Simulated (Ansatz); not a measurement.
A nudged elastic band was laid between two geometries of FH$_{3}$NOSi (7 atoms, charge 0, multiplicity 2).

Level of theory: UKS PBE0-D4/def2-SVP in Ansatz.

* movable images: 3
* climbing image: yes
* spring: 5.0 eV/Å²
* optimiser: quadratic models (default)
* start path: through a guess of the saddle point
* force threshold: 0.05 eV/Å
* iteration limit: 60
* end points: relaxed

First end point:

```xyz
7
Properties=species:S:1:pos:R:3
N -0.467 1.095 -0.073
Si 0.044 -0.442 0.488
O 1.153 -0.982 -0.624
F -1.301 -1.365 0.509
H 0.220 1.802 -0.310
H -1.326 1.502 0.278
H 1.739 -1.679 -0.314
```

Last end point:

```xyz
7
Properties=species:S:1:pos:R:3
N -0.234 0.988 0.157
Si 0.183 -0.675 0.034
O 0.083 -0.889 -1.598
F -0.898 -1.607 0.790
H 0.489 1.697 0.227
H -1.061 1.338 -0.317
H 1.499 -0.919 0.662
```

Problem. Which bonds break or form, and what moves?

Solution. Bonds broken: O3–H7. Bonds formed: Si2–H7.

Problem. What energy profile does the band end with?

Solution. It converged. The highest image is number 2 of 0 to 4, 1.77 eV above the first end and 0.79 eV above the last; the last end lies 0.98 eV above the first. Neighbouring images differ by up to 1.4 eV, so the band resolves the path poorly. Another band between the same ends (5 images) ends at a top of the same energy, where a vibrational analysis finds 1 clearly imaginary mode. So few images can step over the top or miss a turn of the path.

```tsv
image	path coordinate (Å)	energy (eV)	O3–H7 (Å)	Si2–H7 (Å)
0	0.00	0.00	0.96	2.25
1	0.56	0.35	0.98	1.92
2	1.12	1.77	1.39	1.60
3	2.18	1.03	2.53	1.48
4	3.24	0.98	2.67	1.48
```

Problem. What is the geometry of the highest image?

Solution. 
```xyz
7
Properties=species:S:1:pos:R:3:forces:R:3
N -0.393 1.057 0.083 0.00 0.00 0.01
Si 0.075 -0.561 -0.003 0.00 -0.01 -0.01
O 1.172 -1.072 -1.074 -0.01 0.00 0.02
F -1.268 -1.408 0.290 0.01 0.01 0.00
H 0.242 1.817 -0.126 0.01 0.00 -0.01
H -1.259 1.355 0.516 -0.01 0.00 0.00
H 1.492 -1.256 0.268 0.00 0.00 -0.01
```

The band took 16 iterations and of the order of 3 core-minutes.

Run time: 99 s on 2 threads of AMD EPYC 7R43 64-Core Processor (Zen 3), with other jobs on the host, peak memory 0.21 GiB.
